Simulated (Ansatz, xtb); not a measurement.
# Relaxing a trial structure of CH2Cl2FSi

The starting geometry of this gas-phase doublet has its atoms placed at random.

```xyz
7

C    -1.3326   -1.1692    0.2687
Cl   -0.3457    0.0824    1.8961
Cl   -0.5585   -0.5177   -1.7429
F     0.1984   -1.2017    1.2187
Si    2.0082    0.3324   -0.8074
H    -0.2041   -1.6321   -0.2678
H    -0.5699    0.1603   -0.5487
```

Q: Guess where an optimisation with r2SCAN-D4/def2-SVP ends from this start.

A: It ends as `FC[Si](Cl)Cl`. Distances that change by over a tenth: C1–H6 (1.33 → 1.11 Å). Contacts that open: Cl2–F4 (1.55 → 3.50 Å), Cl3–H7 (1.37 → 3.27 Å). Contacts that close: C1–F4 (1.80 → 1.38 Å), C1–Si5 (3.82 → 1.91 Å), C1–H7 (1.74 → 1.11 Å), Cl2–Si5 (3.59 → 2.07 Å), Cl3–Si5 (2.86 → 2.08 Å).

The energy falls by 17.73 eV over 21 steps:

```
step  E − E(last) (eV)
   1            17.728
   3            13.386
   5            10.390
   8             6.116
  10             4.278
  12             2.472
  14             0.780
  17             0.041
  19             0.004
  21             0.000
```

Final geometry (Å):

```yaml
atoms:
  - { symbol: C, position_ang: [-0.4591, -1.3359, 0.1674] }
  - { symbol: Cl, position_ang: [0.6382, 1.5095, 1.2072] }
  - { symbol: Cl, position_ang: [0.3092, 0.7392, -2.0925] }
  - { symbol: F, position_ang: [-0.2425, -1.8703, 1.4195] }
  - { symbol: Si, position_ang: [0.8337, 0.0173, -0.2159] }
  - { symbol: H, position_ang: [-0.4195, -2.1332, -0.5974] }
  - { symbol: H, position_ang: [-1.4643, -0.8723, 0.1281] }
```

From the same start GFN2-xTB ends elsewhere, at `F[Si](Cl)CCl`.

From so rough a start the end depends on the optimiser's path, so another program may land elsewhere. No frequencies were run, so the end isn't proven a minimum. Open shells are spin-unrestricted. Run with Ansatz 0.2.0, 3.2 min on 2 threads of Intel(R) Xeon(R) 6975P-C (Granite Rapids) (shared host).
